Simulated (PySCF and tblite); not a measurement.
Values are calculated unless marked as measured or tabulated.
C5H10Se, numbered as in [CH3:1][C@@H:2]1[CH2:3][CH2:4][CH2:5][Se:6]1. The ensemble was built from 60 distance-geometry starts (ETKDG and KDG, UFF, GFN2-xTB) and rests on GFN2-xTB geometries. Weights use PBE0-D3(BJ)/pcSseg-1 energies plus GFN2-xTB zero-point and thermal terms (modes under about 100 cm⁻¹ blended into free rotors). Symmetry numbers and mirror images are counted. Conformers within 2.5 kcal/mol (GFN2-xTB free energy) were kept, 6 at most. GIAO shieldings: PBE0/pcSseg-1. Shifts are against TMS (¹H), TMS (¹³C), Me2Se (⁷⁷Se) at the same level. (PySCF 2.14, tblite 0.8.)

The 5-ring runs over atoms 2–3–4–5–6.

```
conformer                                                                    shape  point group  mirror pair  ΔE(DFT)  Δ(G−E) at 250 K  δ Se6 (ppm)
        1  5-ring between envelope and twist (ring torsions 55, -42, 16, 12, -39°)           C1           no     0.00             0.00        294.9
        2                      5-ring twist (ring torsions -54, 41, -16, -12, 39°)           C1           no     0.09             0.09        322.1
```

Energies in kcal/mol; the thermal term leaves out symmetry numbers and mirror images.

**Question.** Work out the weights at 250 K and the ⁷⁷Se shift of Se6 under fast exchange.

**Answer.** RT = 0.497 kcal/mol. Each conformer gets RT ln(σ/g), with σ the rotational symmetry number and g = 2 for a mirror pair: 1: σ = 1, g = 1, G = 0.00 + 0.00 + 0.00 = 0.00, 0.00 above the lowest, exp(−ΔG/RT) = 1.000; 2: σ = 1, g = 1, G = 0.09 + 0.09 + 0.00 = 0.17, 0.17 above the lowest, exp(−ΔG/RT) = 0.704. The sum is 1.704, so the weights are 58.7, 41.3 %. The averaged shift is 306.1 ppm. At 298.15 K it is 306.4 ppm. At 298.15 K the leading conformer alone gives 294.9 ppm and bare DFT energies give 307.5 ppm.

Spin–orbit effects of the heavy atoms on shieldings are missing.
